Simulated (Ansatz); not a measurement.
System: Si2H3Cl3, net charge 0, singlet state. SMILES: [SiH3][Si](Cl)(Cl)Cl
Geometry: optimised at B3LYP-D3(BJ)/def2-TZVP (Ansatz, a quantum-chemistry and plane-wave program).

Cost and difference of PBE with Ansatz in habitual basis sets for the atomisation energy (kcal/mol). Set-up: no dispersion term unless named; LANL2DZ with its own core potentials from Na on; UHF or UKS for open shells; no spin-orbit coupling; 6-311+G** with 5d, 6d on Na to Ar in Ansatz; six Cartesian d functions in 6-31G* and its kin unless marked 5d; non-relativistic; atomisation electronic, to ground-state atoms; frozen cores in correlated levels. CBS(X,Y): correlation extrapolated as X^-3; Hartree-Fock from the larger set. Ab initio and DFT rows: single points at B3LYP-D3(BJ) geometries (Ansatz). Costs are core time of energy and forces over that of the cheapest set, on one shared machine, to one figure and rough; under a factor of 2 they don't order.

Coupled cluster (Ansatz) is a level with limits of its own, used here on species with T1 under 0.025 (0.045 for open shells) and stable references: CCSD(T)/CBS(aug-cc-pV(T+d)Z,aug-cc-pV(Q+d)Z).

Value to compare with: 587.3 kcal/mol.

```csv
level,relative cost,atomisation energy (kcal/mol),difference
PBE/LANL2DZ,1×,506.1,-81.2
PBE/STO-3G,1×,746.1,158.8
PBE/3-21G,2×,509.5,-77.8
PBE/def2-SVP,3×,572.2,-15.1
PBE/6-31G*,3×,565.0,-22.3
PBE/6-311+G**,6×,560.3,-27.0
```

The dearest set gives -27.0 kcal/mol. A small set can land close by cancelling terms.
